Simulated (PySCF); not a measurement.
## Fe⁺ (iron, charge +1): UHF calculation

Configuration: [Ar] 3d6 4s1, high-spin 6D determinant. All numbers are calculated (PySCF 2.14, no relativity, point nucleus, in aug-cc-pVDZ).

```
Total energy                                                  : -1262.217411 hartree
One-electron energy                                           : -1736.7882 hartree
Hartree (Coulomb) energy                                      : 528.8769 hartree
Exchange energy                                               : -54.3061 hartree
Kinetic energy                                                : 1262.33015 hartree
⟨S²⟩                                                          : 8.7525
⟨L²⟩                                                          : 6.017
Sum of ⟨r⟩                                                    : 18.14 bohr
Sum of ⟨r²⟩                                                   : 25.34 bohr²
Traceless quadrupole moment −½Σ⟨3z² − r²⟩ along its main axis : 0.338 e·bohr²
Density at the nucleus (Gaussians lack the cusp)              : 11800 bohr⁻³
Spin density at the nucleus                                   : 4.92 bohr⁻³
Langevin diamagnetic susceptibility                           : -20.1 ×10⁻⁶ cm³/mol
```

```json
{"shell": "1s α", "electrons": "1", "mean orbital energy (eV)": "-7120.6", "spread (eV)": "0", "rms radius, mean of both spins (bohr)": "0.0685"}
{"shell": "1s β", "electrons": "1", "mean orbital energy (eV)": "-7120.5", "spread (eV)": "0", "rms radius, mean of both spins (bohr)": "0.0685"}
{"shell": "2s α", "electrons": "1", "mean orbital energy (eV)": "-878.93", "spread (eV)": "0", "rms radius, mean of both spins (bohr)": "0.292"}
{"shell": "2s β", "electrons": "1", "mean orbital energy (eV)": "-875.41", "spread (eV)": "0", "rms radius, mean of both spins (bohr)": "0.292"}
{"shell": "2p α", "electrons": "3", "mean orbital energy (eV)": "-755.84", "spread (eV)": "0.951", "rms radius, mean of both spins (bohr)": "0.262"}
{"shell": "2p β", "electrons": "3", "mean orbital energy (eV)": "-752.46", "spread (eV)": "0.012", "rms radius, mean of both spins (bohr)": "0.262"}
{"shell": "3s α", "electrons": "1", "mean orbital energy (eV)": "-126.67", "spread (eV)": "0", "rms radius, mean of both spins (bohr)": "0.880"}
{"shell": "3s β", "electrons": "1", "mean orbital energy (eV)": "-116.78", "spread (eV)": "0", "rms radius, mean of both spins (bohr)": "0.880"}
{"shell": "3p α", "electrons": "3", "mean orbital energy (eV)": "-88.769", "spread (eV)": "2.079", "rms radius, mean of both spins (bohr)": "0.939"}
{"shell": "3p β", "electrons": "3", "mean orbital energy (eV)": "-77.117", "spread (eV)": "1.428", "rms radius, mean of both spins (bohr)": "0.939"}
{"shell": "3d α", "electrons": "5", "mean orbital energy (eV)": "-26.990", "spread (eV)": "2.409", "rms radius, mean of both spins (bohr)": "1.21"}
{"shell": "3d β", "electrons": "1", "mean orbital energy (eV)": "-21.348", "spread (eV)": "0", "rms radius, mean of both spins (bohr)": "1.21"}
{"shell": "4s α", "electrons": "1", "mean orbital energy (eV)": "-15.246", "spread (eV)": "0", "rms radius, mean of both spins (bohr)": "3.02"}
```

Spin-orbit constants ζ (cm⁻¹) from the X2C one-electron operator on these orbitals (non-relativistic here): bare nucleus, nucleus screened by l(l+1)(2l+1)/3 electrons, and screened by the Breit-Pauli mean field of the electrons.

```csv
shell,bare,screened nucleus,mean field
2p,67950,62730,60280
3p,8182,7552,7204
3d,781.3,480.8,433.4
```

To first order the Landé constant is A = -86.68 cm⁻¹, so the lowest level has J = 9/2 and lies 0.0537 eV below the centre of the term. This holds in LS coupling only.
